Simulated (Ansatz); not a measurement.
Reaction (redistribution): `OBC(F)S` + `[SiH3][TeH]` → `OB[TeH]` + `FC([SiH3])S`

Isolated molecules relaxed with PBE0-D4/def2-TZVP in Ansatz; ΔE leaves out vibrations. CCSD(T)/CBS adds triple-zeta CCSD(T) − MP2 to the extrapolated MP2 energy (def2 sets, frozen cores). DFT in def2-TZVPP. B3LYP here is the variant with VWN-RPA as its local correlation; programs differ in this. HSE06 is defined as in plane-wave codes. def2 core potentials past Kr. For Te outer-core shells are correlated without core-valence functions, which leaves a few kJ/mol of doubt a bond. One conformer a species, not always the lowest.

`OBC(F)S`:

```xyz
9

O    -1.770    0.989    0.328
B    -0.921    0.391   -0.518
C     0.312   -0.417    0.075
F     0.222   -0.443    1.475
S     1.844    0.327   -0.475
H    -1.510    0.853    1.248
H    -1.115    0.465   -1.693
H     0.289   -1.459   -0.257
H     2.650   -0.708   -0.183
```

`[SiH3][TeH]`:

Z-matrix (Å, degrees):
```
Si
Te 1 2.494
H 1 1.484 2 111.4
H 1 1.484 2 111.4 3 122.4
H 1 1.484 2 104.9 3 -118.8
H 2 1.658 1 91.7 3 -60.9
```

`OB[TeH]`:

Z-matrix (Å, degrees):
```
B
Te 1 2.170
O 1 1.347 2 123.3
H 1 1.193 2 118.6 3 -180.0
H 2 1.653 1 92.1 3 180.0
H 3 0.960 1 116.4 2 -0.0
```

`FC([SiH3])S`:

```xyz
9

F    -1.707   -0.184    0.898
C    -0.456    0.384    0.686
Si    0.122    0.033   -1.089
S     0.745   -0.158    1.898
H    -0.552    1.461    0.862
H     1.321    0.860   -1.364
H    -0.960    0.364   -2.051
H     0.460   -1.411   -1.180
H     1.026   -1.349    1.341
```

Question: Is it downhill or uphill in electronic energy at CCSD(T)/CBS, and by how much? (Best estimate.)

Answer: The calculation gave: Uphill: ΔE = +35.1 kJ/mol.

Question: What do these levels give: LDA (SPW92), revPBE-D4, r2SCANh-D4, HSE06-D4, BHLYP-D4, ωB97X-V, B2PLYP, r2SCAN, B3LYP, CCSD(T)/def2-TZVPP, MP2/CBS(def2), CCSD/CBS(def2)? (Estimate.)

Answer: Ansatz gave: LDA (SPW92) 34.7, revPBE-D4 31.0, r2SCANh-D4 35.9, HSE06-D4 37.3, BHLYP-D4 41.0, ωB97X-V 38.4, B2PLYP 35.6, r2SCAN 34.5, B3LYP 37.5, CCSD(T)/def2-TZVPP 33.2, MP2/CBS(def2) 33.8, CCSD/CBS(def2) 37.7 kJ/mol.

Largest T1 diagnostic among the species: 0.013.

From r2SCAN to r2SCAN0 (25 % exact exchange), in def2-TZVPP and without D4, ΔE moves by +3.8 kJ/mol. In def2-TZVPP, CCSD(T) changes the Hartree–Fock value by −11.8 kJ/mol (the triples alone add −2.6 kJ/mol) and MP2 by −13.1 kJ/mol. Leaving LDA and LC-ωPBE aside and taking each functional with its dispersion term where it has one, the values spread over 10.0 kJ/mol, from revPBE-D4 to BHLYP-D4.
